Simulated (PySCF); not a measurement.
# Ionisation energy of Pt by level of theory

Pt [Xe] 4f14 5d9 6s1 (3D) → Pt⁺ [Xe] 4f14 5d9 (2D), as a difference of total energies. Calculation: PySCF 2.14, in aug-cc-pwCVTZ-PP with ECP60MDF; a scalar-relativistic core potential. Correlated levels: valence and next inner shell: nothing frozen outside the core potential. The calculations carry no spin-orbit coupling.

```csv
method,ionisation energy (eV)
UHF,7.566
MP2 (valence and next inner shell),9.218
SCS-MP2 (valence and next inner shell),8.944
CCSD (valence and next inner shell),8.848
CCSD(T) (valence and next inner shell),8.978
```

How much does correlation contribute at CCSD(T) (valence and next inner shell)?

8.978 − (7.566) = 1.412 eV, measured against UHF.

The reference lies between the lowest fine-structure levels, while these numbers refer to the centres of the terms.

Errors of the correlated levels include the incompleteness of this basis.

For comparison: 8.959 eV (measured; NIST Atomic Spectra Database, ionization energies).
